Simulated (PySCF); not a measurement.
## Calcium: a sound run and one with changed settings

Sound run: Ca [Ar] 4s2, Ca⁺ [Ar] 4s1. Computed with PySCF 2.14 in pcseg-2 (6s4p3d, 33 functions), with no relativity, point nucleus. In the sound run the correlated levels freeze [Ar]. The sound run starts from symmetry-adapted Hartree-Fock orbitals and uses a fine grid where one is needed.

Changed run: the spin-free X2C one-electron Hamiltonian (Gaussian nucleus). This setting is unsound on purpose.

```json
{"species": "Ca", "method": "UHF", "sound run (hartree)": "-676.74397", "changed run (hartree)": "-679.24364", "converged": "yes"}
{"species": "Ca", "method": "LDA", "sound run (hartree)": "-675.73633", "changed run (hartree)": "-678.23276", "converged": "yes"}
{"species": "Ca", "method": "M06-L", "sound run (hartree)": "-677.53191", "changed run (hartree)": "-680.03102", "converged": "yes"}
{"species": "Ca", "method": "MP2", "sound run (hartree)": "-676.76231", "changed run (hartree)": "-679.26195", "converged": "yes"}
{"species": "Ca", "method": "CCSD(T)", "sound run (hartree)": "-676.77173", "changed run (hartree)": "-679.27130", "converged": "yes"}
{"species": "Ca⁺", "method": "UHF", "sound run (hartree)": "-676.55577", "changed run (hartree)": "-679.05480", "converged": "yes"}
{"species": "Ca⁺", "method": "LDA", "sound run (hartree)": "-675.50810", "changed run (hartree)": "-678.00376", "converged": "yes"}
{"species": "Ca⁺", "method": "M06-L", "sound run (hartree)": "-677.30773", "changed run (hartree)": "-679.80615", "converged": "yes"}
```

Ionisation energy of Ca:

| method | sound run (eV) | changed run (eV) |
| --- | --- | --- |
| UHF | 5.121 | 5.139 |
| LDA | 6.210 | 6.232 |
| M06-L | 6.100 | 6.119 |
| MP2 | 5.620 | 5.637 |
| SCS-MP2 | 5.720 | 5.736 |
| CCSD | 5.877 | 5.891 |
| CCSD(T) | 5.877 | 5.891 |
| CCSDT | 5.877 | 5.891 |
| FCI | 5.877 | 5.891 |

Most of the change in total energy is the relativistic energy itself. On top of that the contraction fixes the core shape for the Hamiltonian it was made with, so the changed run is not a good calculation with the other Hamiltonian either.

For comparison, NIST gives 6.113 eV between the lowest levels.
